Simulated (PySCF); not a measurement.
ClFH4SSi2, SMILES F[SiH2]S[SiH2]Cl. Atoms are numbered in the order given.

```xyz
9

Si    -1.8378     0.0338    -0.1594
F     -2.4674     0.7944     1.1470
S     -0.1138     1.0838    -0.9054
Si     1.3302     0.2504     0.4653
Cl     1.8920    -1.6762    -0.0812
H     -1.4538    -1.3478     0.2713
H     -2.8543     0.0587    -1.2551
H      0.7493     0.1747     1.8443
H      2.5297     1.1411     0.4004
```
Charge 0, spin multiplicity 1.

Geometry optimised at PBE-D3(BJ)/def2-SVP. The structure was generated by enumeration, and PubChem lists no compound with its InChIKey, so it may never have been made. Other conformers were not sampled.

All values below come from PBE/def2-TZVP in PySCF.

Isolated molecule, no solvent.

### Question
Estimate the frontier levels, gap, dipole moment and polarisability. (Estimate from the structure and the level; the computed values follow.)

### Answer

| Property | Result |
|---|---|
| highest occupied level | -7.02 eV |
| lowest empty level | -1.51 eV |
| orbital gap | 5.51 eV |
| dipole moment | 0.24 D |
| quadrupole, principal values (traceless, Buckingham form, about the centre of nuclear charge) | -8.07, -0.06, 8.13 D·Å |
| mean static polarisability | 83.7 bohr³ (12.41 Å³) |
| polarisability, principal values | 69.9, 80.4, 101.0 bohr³ |
